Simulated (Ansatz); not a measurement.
Ansatz (a quantum-chemistry and plane-wave program) input (CCSD(T)/cc-pV(Q+d)Z):
A basis named .json is the Basis Set Exchange file of that set.

Ansatz 0.2 input:
```yaml
crystal:
  periodic: [false, false, false]
  atoms:
    - {symbol: C, position_ang: [-2.41258030, -0.01888964, -0.05731211]}
    - {symbol: C, position_ang: [-0.93801091, 0.30083308, -0.04676144]}
    - {symbol: C, position_ang: [-0.05226916, -0.70089223, 0.05439762]}
    - {symbol: Cl, position_ang: [1.73554293, 0.08710432, 0.03538939]}
    - {symbol: H, position_ang: [-2.90761299, 0.31745366, -0.98009618]}
    - {symbol: H, position_ang: [-2.95041684, 0.45692304, 0.77578377]}
    - {symbol: H, position_ang: [-2.55399749, -1.09976569, 0.02509439]}
    - {symbol: H, position_ang: [-0.67504020, 1.35830825, -0.12434605]}
basis:
  gaussian:
    orbitals: cc-pV_Q+d_Z.json
total_charge: -1
magnetization: {spin_polarized: false}
correlation: {method: ccsd_t, electrons: outside_noble_gas}
```

End of the output:

```
integrals: 4.23 GiB planned
2049 factors; integrals over basis functions are off by at most 1.0e-3 eV
mean field: 2.06 GiB planned
mean field evaluation 1: about -15656.5432 eV, gradient 2.1e1 eV
mean field evaluation 2: about -15656.6680 eV, gradient 2.2e1 eV
mean field evaluation 4: about -15658.2779 eV, gradient 3.3e0 eV
mean field evaluation 8: about -15658.3137 eV, gradient 2.6e-1 eV
mean field evaluation 16: about -15656.5432 eV, gradient 2.1e1 eV
mean field -15658.31414357 eV, -575.4324311898 hartree, gradient 2.5e-6 eV, S^2 0.000000; 0 other end points of the search recorded, 0 dependent functions left out
8 core orbitals not correlated
reference -15658.31414357 eV, -575.4324311898 hartree; 12, 12 occupied and 329, 329 virtual orbitals, 2049 factors
second order -20.32872447 eV of doubles, -0.00000000 eV of singles
coupled cluster: 4.69 GiB planned
cycle   1  -20.57969700 eV  change   -2.5e-1 eV  update   1.0e-1
cycle   2  -21.08404539 eV  change   -5.0e-1 eV  update   3.1e-2
cycle   3  -21.20249470 eV  change   -1.2e-1 eV  update   1.6e-2
cycle   4  -21.19293829 eV  change    9.6e-3 eV  update   4.5e-3
cycle   5  -21.19188441 eV  change    1.1e-3 eV  update   2.3e-3
cycle   6  -21.19234003 eV  change   -4.6e-4 eV  update   7.9e-4
cycle   7  -21.19210765 eV  change    2.3e-4 eV  update   3.6e-4
cycle   8  -21.19205546 eV  change    5.2e-5 eV  update   1.4e-4
cycle   9  -21.19211771 eV  change   -6.2e-5 eV  update   6.4e-5
cycle  10  -21.19209935 eV  change    1.8e-5 eV  update   2.9e-5
perturbative correction -1.08362172 eV, -0.0398223636 hartree
Total energy: -15680.58986464 eV, -576.2510488398 hartree
```

It need not be the lowest isomer of its formula. Whether it binds its extra electron was not tested at this geometry.
